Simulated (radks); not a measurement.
Species: P3+. Configuration: [Ne] 3s2 (the NIST ground configuration).

All-electron calculation, scalar-relativistic Kohn-Sham, BLYP, spin-unpolarised, spherical densities, point nucleus. Program: a radial shooting solver on a logarithmic mesh with Libxc functionals.

Energy parts (eV):
| part | energy |
|---|---|
| total | -9250.112 |
| kinetic | 9281.115 |
| electron-nucleus | -21604.875 |
| Hartree | 3678.285 |
| exchange-correlation | -604.637 |

Orbitals (lengths in bohr, moments of r in powers of bohr; r(max) is where P^2 peaks):
| orbital | occ. | eigenvalue (eV) | r(max) | <r> |
|---|---|---|---|---|
| 1s | 2 | -2125.409 | 0.06763 | 0.1036 |
| 2s | 2 | -212.2310 | 0.4182 | 0.5188 |
| 2p | 6 | -163.0738 | 0.3527 | 0.4831 |
| 3s | 2 | -45.5852 | 1.465 | 1.669 |

The highest occupied level is 3s at -45.585 eV. The density falls to 0.001 e/bohr^3 at r = 3.08 bohr.
